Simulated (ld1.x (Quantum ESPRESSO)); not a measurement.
**Building the PAW potential for Hf (LDA (PZ), scalar-relativistic).**

hafnium (Hf), PAW, made with ld1.x (Quantum ESPRESSO) 7.5 (LDA (PZ), scalar-relativistic). Core [Xe] 4f14, reference 5d2 6s2 6p0. Waves: 6s (bound): rcut 2.90, rcutus 3.40 bohr; 6s channel at 0.65 Ry: rcut 2.90, rcutus 3.40 bohr; 6p (bound, empty): rcut 3.20, rcutus 3.75 bohr; 6p channel at 2.2 Ry: rcut 3.20, rcutus 3.75 bohr; 5d (bound): rcut 2.55, rcutus 3.35 bohr; 5d channel at 4.45 Ry: rcut 2.55, rcutus 3.35 bohr; 5f channel at 0.15 Ry: rcut 2.90, rcutus 3.35 bohr; 5f channel at 1.85 Ry: rcut 2.90, rcutus 3.35 bohr. Local part: all-electron potential smoothed inside 2.90 bohr (lloc = -1). Core correction: Bessel-smoothed model core inside 3.10 bohr. Augmentation charge: BG, radius 2.10 bohr.

Task: Estimate the cutoffs (Ry, on a coarse ladder) from which the occupation-weighted sum of valence levels, in a spherical-Bessel basis at the reference potential, stays within 10 and 1 mRy of its value at 400 Ry.

Result: 8 Ry and 10 Ry.

Task: What does a ghost test show?

Result: No extra level below or beside the all-electron valence levels (s, p, d, f tested).

Task: Is the overlap operator S = 1 + Σ q|β⟩⟨β| positive definite (Bessel basis up to 400 Ry)?

Result: Yes: its lowest eigenvalue is 0.38 (s channel).

Task: Which valence shell sets the plane-wave cutoff?

Result: 5d: its level needs 10 Ry to come within 1 mRy, against 6 Ry for 6s.

Its largest configuration-test error is -432 meV (5d1 6s0 6p0). Test run stopped at test 8 of 9 (negative rho).
